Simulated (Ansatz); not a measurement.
Born–Oppenheimer molecular dynamics of CH7FGaN (11 atoms, charge 0, multiplicity 1). It starts at the highest image of a converged band. Of that band: A vibrational analysis at the climbing image gives 2 clearly imaginary modes (906i, 68i cm⁻¹): a point of higher order, so a lower path passes nearby.

Computed with RKS B3LYP/def2-SVP (Ansatz).

```yaml
ensemble: NVE (velocity Verlet)
time_step: 0.5 fs
steps_asked: 200
starting_velocities_drawn_for: 100 K
seed: 7346
```

First frame:

```xyz
11
Properties=species:S:1:pos:R:3
Ga 0.035 -0.021 0.231
H 1.508 0.279 1.210
C 0.179 0.589 -1.626
N -1.396 -0.018 1.361
H 1.584 -0.738 1.017
F 1.155 -1.712 0.529
H -0.713 1.149 -1.942
H 0.304 -0.278 -2.292
H 1.058 1.240 -1.741
H -1.368 -0.514 2.247
H -2.345 0.025 1.004
```

Question: What does the run give?

Answer: All steps were run.

```yaml
steps_done: 200
time_covered: 100 fs
mean_temperature_over_the_second_half: 324 K
spread_of_the_potential_energy_over_the_second_half: 5.4 meV per atom
mean_potential_energy_of_the_second_half_above_the_start: -23.7 meV per atom
```

The conserved energy stayed within 0.053 meV per atom of its start (net change 0.021 meV per atom), so the integration is sound. The system heated up, since it started high on the potential surface and ran downhill. A run of 0.1 ps of so small a system gives no equilibrium averages. The orbitals stay closed-shell, which can raise the energy where a bond breaks towards radicals; this wasn't checked here.

Question: What happens to the structure?

Answer: The step under study would form Ga1–F6, H2–H5 and break Ga1–H2, H5–F6. These pairs go: Ga1–F6 2.05 → 3.28 Å, H2–H5 1.04 → 2.13 Å, Ga1–H2 1.79 → 1.57 Å, H5–F6 1.17 → 0.94 Å. In the last frame they stand as before the step (other bonds may differ from the relaxed reactants and products). Also parted: Ga1–H5 1.88 → 2.90 Å. It ends as CH6GaN + FH. Pairs count as bonded within 1.25 times the sum of covalent radii (0.12 Å more for H–H). This is one draw of velocities; another would differ in detail.

Question: How do temperature and energy run in time?

Answer: 
```
time (fs)  T (K)  potential energy less start (eV)  conserved less start (meV/atom)
      0.0    100                             0.000                             0.00
      8.0     50                             0.059                             0.05
     16.0     98                             0.002                             0.02
     24.0    168                            -0.079                             0.04
     32.0    216                            -0.135                             0.01
     40.0    272                            -0.199                             0.05
     48.0    344                            -0.284                             0.01
     56.0    341                            -0.279                             0.04
     64.0    365                            -0.308                             0.01
     72.0    364                            -0.306                             0.05
     80.0    362                            -0.304                             0.01
     88.0    283                            -0.213                             0.04
     96.0    231                            -0.152                             0.01
```

Run time: 9.5 min on 2 threads of Arm Neoverse V1, on a shared host, peak memory 0.25 GiB.
